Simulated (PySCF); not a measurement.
input.py for NaBe⁻

Input:

```python
from pyscf import gto, scf, cc

mol = gto.M(
    atom='Na 0 0 0; Be 0 0 2.767',
    basis='sbkjc',
    ecp={'Na': 'sbkjc', 'Be': 'sbkjc'},
    charge=-1,
    spin=0,
    symmetry=True,
    verbose=3,
)
mf = scf.RHF(mol)
mf = mf.density_fit(auxbasis='def2-universal-jkfit')
mf.kernel()
mycc = cc.CCSD(mf)
mycc.kernel()
mycc.ccsd_t()
mf.dip_moment()
print('orbital energies (hartree):', mf.mo_energy[..., max(0, mol.nelec[1]-3):mol.nelec[0]+3].round(4))
```

```bash
$ OMP_NUM_THREADS=1 python input.py
```

Output:

```
converged SCF energy = -1.12079527169269
E(RCCSD) = -1.189679192047367  E_corr = -0.06888392035467869
RCCSD(T) correction = -0.00121939601345806

WARN: System has nonzero charge -1; the dipole moment is origin-dependent.
Location of origin: [0. 0. 0.]

Dipole moment(X, Y, Z, Debye):  0.00000,  0.00000,  1.03126
orbital energies (hartree): [-1.831e-01 -1.000e-04  1.223e-01  1.223e-01  1.393e-01]
```

In short: E(SCF) = -1.120795 Eh, E(CCSD) − E(SCF) = -0.06888 Eh, (T) = -0.00122 Eh.

Hardware: Arm Neoverse N1, 1 thread, shared host. Wall time 1.8 s.

At this level a UHF run with spin=2 ends 0.30 eV lower; the true order of the states can differ. The basis has no diffuse functions, which an anion needs. Stability towards an unrestricted solution was not tested. The bond length is a typed value, not an optimised one. The dipole of an ion depends on the origin.
